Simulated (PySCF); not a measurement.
Species: C7H7 (doublet state).
Geometry (GFN2-xTB, Å), atoms numbered from 1 in this order:
```xyz
14
C7H7 angstrom
C     -0.4682    2.8653   -0.6541
C     -0.3285    1.7572   -0.2254
C     -0.1490    0.3945    0.2533
C      1.2828    0.0798    0.3519
C      2.2185   -0.6420   -0.1716
C     -0.7898   -0.5860   -0.7027
C     -1.5554   -1.5911   -0.3191
H     -0.5997    3.8417   -1.0142
H     -0.6111    0.3009    1.2454
H      2.0753   -1.3459   -0.9943
H      3.2353   -0.5955    0.1925
H     -0.5347   -0.4337   -1.7421
H     -1.8101   -1.7543    0.7155
H     -1.9661   -2.2914   -1.0270
```

The hyperfine couplings belong to this conformer and change with its torsions.

Identity: `C=[C][C@H](C=C)C#C` [radical].

The calculation used PySCF 2.14.0, UKS B3LYP, pcH-1 on C H, non-relativistic, mean-field spin-orbit, GIAO. One conformer (not necessarily the lowest) at the GFN2-xTB geometry, without solvent, vibrations or thermal averaging. The geometry wasn't refined by DFT: couplings that depend on bond lengths, twists or pyramidal angles can differ widely from those at the functional's own minimum. The SCF solution wasn't tested for stability.

Problem. Predict the first-order ENDOR lines of H10, H11, H9, H14, H13 and H8 under fast tumbling at B = 339.8 mT (X band).

Solution. For S = 1/2 in fast tumbling each set of equivalent nuclei gives two lines, ν± = |νn ± a/2| to first order, with νn = g_N μN B/h and μN/h = 7.62259 MHz/T.

```csv
nuclei,isotope,g_N,νn (MHz),a_iso (MHz),lower line (MHz),upper line (MHz)
H10,1H,5.5857,14.47,177.62,74.34,103.28
H11,1H,5.5857,14.47,118.53,44.80,73.73
H9,1H,5.5857,14.47,34.97,3.02,31.95
H14,1H,5.5857,14.47,2.30,13.32,15.62
H13,1H,5.5857,14.47,-1.32,13.81,15.13
H8,1H,5.5857,14.47,0.50,14.22,14.72
```

Problem. Which pairs are centred on the nuclear Larmor frequency, and which on half the coupling?

Solution. Centred on νn, since |a| < 2νn: H14, H13 and H8. Centred on |a|/2 and split by 2νn: H10, H11 and H9.
